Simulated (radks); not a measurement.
Fe2+, 24 electrons, occupied as [Ar] 3d6. Calculated with a radial shooting solver on a logarithmic mesh with Libxc functionals: Dirac Kohn-Sham, PBEsol, spin-unpolarised, spherical densities, finite nucleus; open shells fill j = l - 1/2 first; Fermi nuclear charge, rms radius 3.7377 fm.

Normalised radial functions P(r) = r R(r) (large component), r in bohr:

```
   r/bohr * 3d5/2 (the largest magnitude, 0.936, reaches the edge; | marks zero)
 0.002797 *
 0.003556 *
 0.004521 *
 0.005793 *
 0.007364 *
 0.009437 *
    0.012 *
  0.01537 *
  0.01954 *
  0.02484 *
  0.03184 *
  0.04047 *
  0.05186 |*
  0.06593 | *
  0.08382 |  *
   0.1074 |    *
   0.1365 |       *
    0.175 |            *
   0.2224 |                   *
   0.2828 |                            *
   0.3624 |                                     *
   0.4606 |                                              *
   0.5903 |                                                     *
   0.7504 |                                                      *
   0.9616 |                                                  *
    1.222 |                                           *
    1.554 |                                 *
    1.991 |                      *
    2.532 |             *
    3.244 |      *
    4.124 |  *
```

3d5/2: eigenvalue -25.589 eV, 0 radial nodes, <r> = 1.08 bohr, 90 % of the charge inside 1.87 bohr.
